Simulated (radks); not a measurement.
Species: a nucleus of charge 57.6 with 57 electrons. Configuration: [Xe] 4f1 5d2.

Calculated with a radial shooting solver on a logarithmic mesh with Libxc functionals: Dirac Kohn-Sham, PBEsol, spin-unpolarised, spherical densities, finite nucleus; open shells fill j = l - 1/2 first; Fermi nuclear charge, rms radius 4.8771 fm.

Energy parts (hartree):
part                       energy
total                  -8713.1000
kinetic                 9336.7693
electron-nucleus      -21219.0751
Hartree                 3373.5793
exchange-correlation    -204.3734

Orbitals (lengths in bohr, moments of r in powers of bohr; r(90%) holds 90 % of the orbital's charge):
orbital  occ.  eigenvalue (hartree)  r(90%)      <r^4>      <r^2>
1s1/2       2             -1455.311  0.0447  1.833e-06  0.0008343
2s1/2       2             -232.3366   0.164  0.0003025    0.01323
2p1/2       2             -219.3007   0.146  0.0001904   0.009705
2p3/2       4             -203.4002   0.154  0.0002367    0.01097
3s1/2       2             -49.81580   0.413    0.01239    0.09037
3p1/2       2             -44.29995   0.407    0.01155    0.08522
3p3/2       4             -41.18579   0.424    0.01362    0.09280
3d3/2       4             -31.52153   0.398    0.01047    0.07612
3d5/2       6             -30.85337   0.403    0.01102    0.07827
4s1/2       2             -10.00230   0.927     0.3206     0.4692
4p1/2       2              -7.96255   0.967     0.3777     0.5021
4p3/2       4              -7.29642    1.01     0.4436     0.5441
4d3/2       4              -3.94937    1.13     0.6976     0.6533
4d5/2       6              -3.83347    1.14     0.7348     0.6704
5s1/2       2              -1.44813    2.24      10.91      2.712
5p1/2       2              -0.90434    2.57      19.11      3.507
5p3/2       4              -0.81152    2.71      23.37      3.868
5d3/2       2              -0.15681    5.03      284.6      11.88
5d5/2       0              -0.15083    5.16      313.8      12.46
4f5/2       1              -0.14340    2.19      17.89      2.133
4f7/2       0              -0.13297    2.23      20.22      2.227

The highest occupied level is 4f5/2 at -3.902 eV. The configuration is held as typed, so some empty levels lie below it. The electron density at the nucleus is 3.695e+05 e/bohr^3.
